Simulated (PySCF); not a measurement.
## Correlation energy of Al²⁺ (aluminium, charge +2)

[Ne] 3p1, 2P determinant (an excited configuration). Calculation: PySCF 2.14, in x2c-QZVPPall with one added diffuse shell each of s, p, d, f type (10s7p5d3f1g, 86 functions); scalar relativity by spin-free X2C-1e. Frozen: 1s2; 9 electrons correlated.

```csv
level,correlation energy (mhartree)
CCSD,-160.74
(T),-1.12
CCSD(T),-161.86
```

Diagnostics: T1 = 0.0036, D1 = 0.0095, largest double amplitude 0.010.

Is a single reference adequate?

Yes: T1 lies below 0.03 and no double amplitude reaches 0.07.

This basis was not built for core-valence correlation, so the inner-shell part is incomplete.
